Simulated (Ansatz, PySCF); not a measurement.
Breaking the Si1–H4 bond in C2H4Si (SMILES C#C[SiH3]) (multiplicity 1 held, fragments rigid). Energies count from the point at 1.479 Å.
Geometry at that point (charge 0, multiplicity 1):
```xyz
7

Si    -0.946    -0.078    -0.470
C      0.685     0.057     0.340
C      1.761     0.145     0.875
H     -1.054     0.950    -1.527
H     -1.085    -1.422    -1.069
H     -2.010     0.130     0.535
H      2.711     0.224     1.347
```

R- and RO- levels are restricted; in cc, def2 and unpolarised 6-31G sets they are followed outwards from rest. U- levels take the lowest unrestricted solution at each point, which mixes spins at long bonds. Active spaces are followed from a long bond inwards. Left out are points that failed, MP2 points in a non-variational dive below the minimum, coupled-cluster points behind a sign of a changed root (a jump of the amplitudes, or a one-step jump against full CI or MRCI), small-basis points behind a change of solution, and semi-empirical points at long bonds. Curves can end on different states.

Frozen-core correlation. Rows in 6-31G* carry no dispersion term and start afresh at each structure (6-31G* with six Cartesian d functions). MP2/6-31G* freezes PySCF's default core.

The values were computed with Ansatz (Gaussian basis) for Hartree–Fock, density functionals and correlated methods; PySCF for 6-31G* rows. 

Energies in kcal/mol.

```json
[
 {"R (Å)": "1.183", "R-HF/cc-pV(T+d)Z": "29.4", "R-BP86/6-31G*": "32.8", "R-MP2/6-31G*": "32.3", "U-MP2/cc-pV(T+d)Z": "29.2", "R-SCS-MP2/cc-pV(T+d)Z": "29.2", "FIC-MRCISD+Q on CASSCF(2,2)/cc-pV(T+d)Z": "29.4"},
 {"R (Å)": "1.331", "R-HF/cc-pV(T+d)Z": "5.5", "R-BP86/6-31G*": "7.1", "R-MP2/6-31G*": "6.5", "U-MP2/cc-pV(T+d)Z": "5.5", "R-SCS-MP2/cc-pV(T+d)Z": "5.5", "FIC-MRCISD+Q on CASSCF(2,2)/cc-pV(T+d)Z": "5.7"},
 {"R (Å)": "1.479", "R-HF/cc-pV(T+d)Z": "0.0", "R-BP86/6-31G*": "0.0", "R-MP2/6-31G*": "0.0", "U-MP2/cc-pV(T+d)Z": "0.0", "R-SCS-MP2/cc-pV(T+d)Z": "0.0", "FIC-MRCISD+Q on CASSCF(2,2)/cc-pV(T+d)Z": "0.0"},
 {"R (Å)": "1.626", "R-HF/cc-pV(T+d)Z": "4.3", "R-BP86/6-31G*": "2.7", "R-MP2/6-31G*": "3.8", "U-MP2/cc-pV(T+d)Z": "4.1", "R-SCS-MP2/cc-pV(T+d)Z": "4.1", "FIC-MRCISD+Q on CASSCF(2,2)/cc-pV(T+d)Z": "3.8"},
 {"R (Å)": "1.774", "R-HF/cc-pV(T+d)Z": "13.8", "R-BP86/6-31G*": "10.3", "R-MP2/6-31G*": "12.8", "U-MP2/cc-pV(T+d)Z": "13.2", "R-SCS-MP2/cc-pV(T+d)Z": "13.2", "FIC-MRCISD+Q on CASSCF(2,2)/cc-pV(T+d)Z": "12.3"},
 {"R (Å)": "1.996", "R-HF/cc-pV(T+d)Z": "32.1", "R-BP86/6-31G*": "25.2", "R-MP2/6-31G*": "30.0", "U-MP2/cc-pV(T+d)Z": "30.7", "R-SCS-MP2/cc-pV(T+d)Z": "30.5", "FIC-MRCISD+Q on CASSCF(2,2)/cc-pV(T+d)Z": "28.5"},
 {"R (Å)": "2.218", "R-HF/cc-pV(T+d)Z": "51.5", "R-BP86/6-31G*": "40.8", "R-MP2/6-31G*": "47.6", "U-MP2/cc-pV(T+d)Z": "53.6", "R-SCS-MP2/cc-pV(T+d)Z": "48.5", "FIC-MRCISD+Q on CASSCF(2,2)/cc-pV(T+d)Z": "44.9"},
 {"R (Å)": "2.587", "R-HF/cc-pV(T+d)Z": "81.4", "R-BP86/6-31G*": "63.8", "R-MP2/6-31G*": "73.8", "U-MP2/cc-pV(T+d)Z": "81.5", "R-SCS-MP2/cc-pV(T+d)Z": "75.3", "FIC-MRCISD+Q on CASSCF(2,2)/cc-pV(T+d)Z": "67.4"},
 {"R (Å)": "2.957", "R-HF/cc-pV(T+d)Z": "106.3", "R-BP86/6-31G*": "81.7", "R-MP2/6-31G*": "94.2", "U-MP2/cc-pV(T+d)Z": "90.5", "R-SCS-MP2/cc-pV(T+d)Z": "96.0", "FIC-MRCISD+Q on CASSCF(2,2)/cc-pV(T+d)Z": "81.9"},
 {"R (Å)": "3.401", "R-HF/cc-pV(T+d)Z": "129.8", "R-BP86/6-31G*": "96.9", "R-MP2/6-31G*": "110.9", "U-MP2/cc-pV(T+d)Z": "94.0", "R-SCS-MP2/cc-pV(T+d)Z": "112.6", "FIC-MRCISD+Q on CASSCF(2,2)/cc-pV(T+d)Z": "90.4"},
 {"R (Å)": "3.992", "R-HF/cc-pV(T+d)Z": "152.5", "R-BP86/6-31G*": "left out", "R-MP2/6-31G*": "120.9", "U-MP2/cc-pV(T+d)Z": "95.1", "R-SCS-MP2/cc-pV(T+d)Z": "122.8", "FIC-MRCISD+Q on CASSCF(2,2)/cc-pV(T+d)Z": "94.0"},
 {"R (Å)": "4.731", "R-HF/cc-pV(T+d)Z": "171.1", "R-BP86/6-31G*": "left out", "R-MP2/6-31G*": "117.5", "U-MP2/cc-pV(T+d)Z": "95.4", "R-SCS-MP2/cc-pV(T+d)Z": "120.7", "FIC-MRCISD+Q on CASSCF(2,2)/cc-pV(T+d)Z": "94.9"}
]
```

Doubts at one or more of the structures used: a restricted determinant that unrestricted orbitals would lower (R-HF/cc-pV(T+d)Z, R-BP86/6-31G*, R-MP2/6-31G*, R-SCS-MP2/cc-pV(T+d)Z); a spin-contaminated determinant (U-MP2/cc-pV(T+d)Z).

Ansatz is a program for electronic structure.
